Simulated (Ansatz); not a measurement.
Consider the ligand exchange at the Si–O bond: `C[SiH](F)O[SiH2]O` + H₂S → `O[SiH2]S` + `C[SiH](O)F`.

Program: Ansatz. Geometries: PBE0-D4/def2-TZVP. ΔE: electronic, gas phase. CCSD(T)/CBS adds triple-zeta CCSD(T) − MP2 to the extrapolated MP2 energy (def2 sets, frozen cores). This one scheme is used for every species. Functionals use def2-TZVPP. One conformer a species, not always the lowest.

`C[SiH](F)O[SiH2]O`:

Z-matrix (Å, degrees):
```
C
Si 1 1.845
H 1 1.093 2 110.5
H 1 1.093 2 111.0 3 -120.0
H 1 1.093 2 110.4 3 119.7
F 2 1.604 1 108.2 3 -179.7
O 2 1.626 1 112.0 3 -61.3
H 2 1.479 1 113.7 3 61.5
Si 7 1.637 2 140.5 1 -73.7
O 9 1.639 7 111.5 2 4.8
H 9 1.477 7 109.0 2 121.1
H 9 1.483 7 107.3 2 -117.2
H 10 0.959 9 118.0 7 -69.5
```

H₂S:

Cartesian coordinates in Å:
```
S 0.107 0.485 -0.370
H 0.426 0.198 0.900
H -0.533 -0.683 -0.530
```

`O[SiH2]S`:

Cartesian coordinates in Å:
```
O 1.042 0.000 1.083
Si -0.286 -0.408 0.208
S -0.387 0.566 -1.687
H 1.893 -0.071 0.647
H -0.311 -1.847 -0.155
H -1.427 -0.039 1.072
H -0.523 1.798 -1.168
```

`C[SiH](O)F`:

Cartesian coordinates in Å:
```
C -0.100 0.363 1.092
Si 0.243 0.147 -0.714
O 0.221 -1.417 -1.189
F -0.877 0.969 -1.509
H -0.070 1.421 1.364
H 0.646 -0.165 1.692
H -1.088 -0.022 1.359
H 1.560 0.665 -1.134
H -0.534 -1.961 -0.962
```

Task: Is it downhill or uphill in electronic energy at CCSD(T)/CBS, and by how much? (Best estimate.)

Result: Computed: Uphill: ΔE = +15.3 kcal/mol.

Task: What do these levels give: PBE-D4, PBE0-D4, HF/def2-TZVPP, MP2/def2-TZVPP, SCS-MP2/def2-TZVPP, HF/def2-QZVPP? (Estimate.)

Result: Computed: PBE-D4 11.2, PBE0-D4 12.7, HF/def2-TZVPP 19.0, MP2/def2-TZVPP 15.1, SCS-MP2/def2-TZVPP 16.3, HF/def2-QZVPP 19.5 kcal/mol.

Largest T1 diagnostic among the species: 0.011.

In def2-TZVPP, CCSD(T) changes the Hartree–Fock value by −3.1 kcal/mol (the triples alone add −0.7 kcal/mol) and MP2 by −3.8 kcal/mol. From PBE to PBE0 (25 % exact exchange), in def2-TZVPP and without D4, ΔE moves by +1.5 kcal/mol. The D4 term adds +1.3 kcal/mol with B3LYP and +0.8 kcal/mol with PBE0; it sums over pairs of atoms, weighted by their polarisabilities, and B3LYP, whose exchange is more repulsive, gets the larger term.

B3LYP here is the variant with VWN-RPA as its local correlation; programs differ in this.
